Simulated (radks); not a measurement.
Valence configurations of La II (all share [Xe]). All-electron calculation, Dirac Kohn-Sham, PBE, spin-unpolarised, spherical densities, point nucleus; open shells fill j = l - 1/2 first. Program: a radial shooting solver on a logarithmic mesh with Libxc functionals. Energies are relative to 5d2; eigenvalues in eV.

| valence | E (eV) | e(4f5/2) | e(5d3/2) | e(6p1/2) | e(6s1/2) |
|---|---|---|---|---|---|
| 5d2 | 0.000 | - | -7.222 | - | - |
| 6p2 | 6.556 | - | - | -7.133 | - |
| 4f0.5 5d1.5 | 0.038 | -5.648 | -6.666 | - | - |
| 5d1.5 6p0.5 | 1.277 | - | -8.269 | -5.482 | - |
| 5d1 6s1 | 0.030 | - | -8.602 | - | -8.325 |
| 4f1 5d1 | 0.944 | -3.673 | -6.190 | - | - |
| 5d1.5 6s0.5 | -0.046 | - | -7.896 | - | -7.868 |
| 5d0.5 6s0.5 6p1 | 3.101 | - | -10.039 | -6.400 | -9.280 |

NIST lists [Xe] 5d2 as the ground configuration; this level of theory puts 5d1.5 6s0.5 lower, by 0.046 eV. The energies are those of spherical spin-averaged densities, not of single terms.
